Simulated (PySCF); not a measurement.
C2H6BO2, SMILES CO[B]OC (connectivity only; charge and spin as stated), charge +1, multiplicity 1.

Geometry: PBE0-D3(BJ)/def2-SVP. The multiplicity is an assumed one; no other spin state was optimised. The isomer is the one that the SMILES or the coordinates give; other isomers of the formula were not compared. One conformer was computed; it need not be the lowest.

Computed with PBE/def2-TZVP (PySCF).

Symmetry labels are those of the subgroup C2 that the program uses (full group C2).

Task: List the valence orbital energies around the gap with their symmetry. (An estimate is asked for; the answer gives what the named calculation found.)

Result: 
```
orbital  symmetry  energy (eV)
-------  --------  -----------
HOMO−7          B       -17.50
HOMO−6          A       -17.50
HOMO−5          B       -16.71
HOMO−4          A       -16.71
HOMO−3          A       -14.41
HOMO−2          B       -14.40
HOMO−1          A       -13.36
HOMO            B       -13.35
LUMO            A        -6.08
LUMO+1          B        -5.40
LUMO+2          A        -5.34
LUMO+3          B        -3.51
```
